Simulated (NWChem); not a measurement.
System: CH₅ClOSi; SMILES C[Si@H](O)Cl

Parts of the log:

```
             Northwest Computational Chemistry Package (NWChem) 7.3.0
             --------------------------------------------------------

 C1  symmetry detected

                             Geometry "geometry" -> ""
                             -------------------------

 Output coordinates in angstroms (scale by  1.889725989 to convert to a.u.)

  No.       Tag          Charge          X              Y              Z
 ---- ---------------- ---------- -------------- -------------- --------------
    1 C                    6.0000    -1.48721662    -1.19658536     0.25880334
    2 Si                  14.0000     0.07293627    -0.41612262    -0.39035941
    3 O                    8.0000     1.44868202    -1.08862746     0.24123271
    4 Cl                  17.0000    -0.00313711     1.60758630     0.08709170
    5 H                    1.0000    -1.59333959    -1.03413184     1.34261414
    6 H                    1.0000    -1.48162058    -2.28126891     0.06776083
    7 H                    1.0000    -2.36975856    -0.76146336    -0.23503766
    8 H                    1.0000     0.21167401    -0.54058954    -1.86030695
    9 H                    1.0000     1.59911143    -0.99726486     1.18676076

 Effective nuclear repulsion energy (a.u.)     222.5215044637

                                 NWChem DFT Module
                                 -----------------

 Summary of "ao basis" -> "ao basis" (spherical)
 ------------------------------------------------------------------------------
       Tag                 Description            Shells   Functions and Types
 ---------------- ------------------------------  ------  ---------------------
 C                          def2-svp                 6       14   3s2p1d
 Si                         def2-svp                 8       18   4s3p1d
 O                          def2-svp                 6       14   3s2p1d
 Cl                         def2-svp                 8       18   4s3p1d
 H                          def2-svp                 3        5   2s1p

            General Information
            -------------------
          SCF calculation type: DFT
          Wavefunction type:  closed shell.
          No. of atoms     :     9
          No. of electrons :    50
           Alpha electrons :    25
            Beta electrons :    25
          Charge           :     0
          Spin multiplicity:     1
          Use of symmetry is: off; symmetry adaption is: off
          Maximum number of iterations: 150
          AO basis - number of functions:    89
                     number of shells:    43
          Convergence on energy requested:  1.00D-06
          Convergence on density requested:  1.00D-05
          Convergence on gradient requested:  5.00D-04

              XC Information
              --------------
                        M06-L Method XC Functional
                         M06-L Exchange Functional  1.000
                       M06-L Correlation Potential  1.000

             Grid Information
             ----------------
          Grid used for XC integration:  xfine
          Radial quadrature: Mura-Knowles
          Angular quadrature: Lebedev.
          Tag              B.-S. Rad. Rad. Pts. Rad. Cut. Ang. Pts.
          ---              ---------- --------- --------- ---------
          C                   0.70      100          10.0      1454
          Si                  1.10      125           9.0      1454
          O                   0.60      100          11.0      1454
          Cl                  1.00      125          11.0      1454
          H                   0.35      100          12.0      1202
          Grid pruning is: on
          Number of quadrature shells:   950
          Spatial weights used:  Erf1

      Superposition of Atomic Density Guess
      -------------------------------------

 Sum of atomic energies:        -862.87442297

      Non-variational initial energy
      ------------------------------

 Total energy =    -864.398281
 1-e energy   =   -1634.061011
 2-e energy   =     547.141225
 HOMO         =      -0.368444
 LUMO         =       0.072552

     ---------------------------------------------
      Total Density - Mulliken Population Analysis
     ---------------------------------------------

    Atom       Charge   Shell Charges
 -----------   ------   -------------------------------------------------------
    1 C    6     6.60   1.99  0.96  0.28  2.12  1.24  0.01
    2 Si  14    12.86   2.00  1.99  0.92  0.13  5.93  0.92  0.68  0.28
    3 O    8     8.77   1.99  1.10  0.63  3.10  1.94  0.00
    4 Cl  17    17.44   2.00  1.99  1.22  0.72  5.94  2.16  3.38  0.01
    5 H    1     0.86   0.65  0.19  0.03
    6 H    1     0.86   0.65  0.19  0.03
    7 H    1     0.86   0.65  0.18  0.03
    8 H    1     1.10   0.71  0.38  0.01
    9 H    1     0.65   0.52  0.07  0.06

   convergence    iter        energy       DeltaE   RMS-Dens  Diis-err
 ---------------- ----- ----------------- --------- --------- ---------
 d= 0,ls=0.0,diis     1   -865.7384297104 -1.09D+03  1.40D-02  5.49D-01
 d= 0,ls=0.0,diis     2   -865.6839813052  5.44D-02  8.96D-03  1.15D+00
 d= 0,ls=0.0,diis     3   -865.8013564718 -1.17D-01  1.84D-03  3.69D-02
 d= 0,ls=0.0,diis     4   -865.8042865599 -2.93D-03  8.27D-04  6.03D-03
 d= 0,ls=0.0,diis     5   -865.8023096809  1.98D-03  5.58D-04  6.41D-04
  Resetting Diis
 d= 0,ls=0.0,diis     6   -865.8024590247 -1.49D-04  5.62D-04  1.77D-04
 d= 0,ls=0.0,diis     7   -865.8025062026 -4.72D-05  1.51D-04  5.35D-05
 d= 0,ls=0.0,diis     8   -865.8024989729  7.23D-06  8.22D-05  1.09D-04
 d= 0,ls=0.0,diis     9   -865.8025140926 -1.51D-05  6.52D-06  4.00D-07
 d= 0,ls=0.0,diis    10   -865.8025141239 -3.13D-08  3.10D-06  1.15D-07

         Total DFT energy =     -865.802514123911
      One electron energy =    -1637.593836556577
           Coulomb energy =      614.426631450469
    Exchange-Corr. energy =      -65.156813481476
 Nuclear repulsion energy =      222.521504463673

 Numeric. integr. density =       50.000000122398

                       DFT Final Molecular Orbital Analysis
                       ------------------------------------

 Vector   23  Occ=2.000000D+00  E=-2.950780D-01
              MO Center=  3.8D-01,  4.5D-01,  1.1D-01, r^2= 3.4D+00
   Bfn.  Coefficient  Atom+Function         Bfn.  Coefficient  Atom+Function
  ----- ------------  ---------------      ----- ------------  ---------------
    59      0.484145  4 Cl pz                56      0.349459  4 Cl pz
    36      0.309135  3 O  px                39      0.234806  3 O  px
    53      0.204581  4 Cl pz                37      0.164508  3 O  py
     4      0.129939  1 C  px                40      0.129960  3 O  py
    38     -0.100930  3 O  pz                57      0.084359  4 Cl px

 Vector   24  Occ=2.000000D+00  E=-2.831552D-01
              MO Center=  4.1D-01,  6.6D-01,  1.3D-01, r^2= 3.2D+00
   Bfn.  Coefficient  Atom+Function         Bfn.  Coefficient  Atom+Function
  ----- ------------  ---------------      ----- ------------  ---------------
    57      0.523688  4 Cl px                54      0.379622  4 Cl px
    37     -0.359890  3 O  py                40     -0.272015  3 O  py
    51      0.221431  4 Cl px                58     -0.095460  4 Cl py
    59      0.081088  4 Cl pz                55     -0.068285  4 Cl py
    56      0.060965  4 Cl pz                36     -0.057850  3 O  px

 Vector   25  Occ=2.000000D+00  E=-2.731988D-01
              MO Center= -9.7D-02,  9.5D-02, -1.1D-01, r^2= 3.9D+00
   Bfn.  Coefficient  Atom+Function         Bfn.  Coefficient  Atom+Function
  ----- ------------  ---------------      ----- ------------  ---------------
    59      0.339720  4 Cl pz                56      0.246237  4 Cl pz
     4     -0.238696  1 C  px                57     -0.214587  4 Cl px
    80      0.202221  8 H  s                 36     -0.184739  3 O  px
     3     -0.175624  1 C  s                 81      0.166425  8 H  s
     7     -0.165090  1 C  px                58     -0.160946  4 Cl py

 Vector   26  Occ=0.000000D+00  E= 3.026461D-02
              MO Center=  6.0D-01, -7.0D-01,  3.6D-01, r^2= 4.3D+00
   Bfn.  Coefficient  Atom+Function         Bfn.  Coefficient  Atom+Function
  ----- ------------  ---------------      ----- ------------  ---------------
    35      0.793082  3 O  s                 86     -0.683903  9 H  s
    25     -0.552383  2 Si px                26      0.407687  2 Si py
    76     -0.342184  7 H  s                 27     -0.255054  2 Si pz
     3      0.245177  1 C  s                 34      0.200586  3 O  s
    41      0.183810  3 O  pz                22     -0.177967  2 Si px

[...]

                         DFT ENERGY GRADIENTS

    atom               coordinates                        gradient
                 x          y          z           x          y          z
   1 C      -2.810432  -2.261218   0.489067   -0.001980  -0.001067   0.001052
   2 Si      0.137830  -0.786358  -0.737672    0.001603   0.001200   0.001254
   3 O       2.737612  -2.057208   0.455864   -0.000334  -0.000089   0.000061
   4 Cl     -0.005928   3.037898   0.164579    0.000185   0.000003   0.000043
   5 H      -3.010975  -1.954226   2.537173    0.000359   0.000504   0.001495
   6 H      -2.799857  -4.310973   0.128049    0.000714  -0.001454  -0.000582
   7 H      -4.478194  -1.438957  -0.444157   -0.000718   0.000957  -0.001169
   8 H       0.400006  -1.021566  -3.515470   -0.000181  -0.000083  -0.002762
   9 H       3.021882  -1.884557   2.242653    0.000352   0.000030   0.000608
```

Level: M06-L/def2-SVP. Structure relaxed at the PBE0/def2-SVP level.

Q: Write an input that gives this output.

A: This is not unique; one that fits is the input that was run:
```
start job
memory heap 200 mb stack 900 mb global 1100 mb
geometry units angstroms noautoz
  C     -1.435276    -1.264548     0.240214
  Si     0.100863    -0.419831    -0.385359
  O      1.493241    -1.031529     0.271114
  Cl    -0.069332     1.599939     0.084436
  H     -1.566353    -1.104153     1.321598
  H     -1.380281    -2.348464     0.052681
  H     -2.327161    -0.868651    -0.269587
  H      0.269367    -0.541815    -1.852401
  H      1.623791    -0.931553     1.218722
end
basis spherical
  C library def2-svp
  Si library def2-svp
  O library def2-svp
  Cl library def2-svp
  H library def2-svp
end
dft
  xc m06-l
  grid xfine
  iterations 150
  mulliken
end
task dft gradient
```
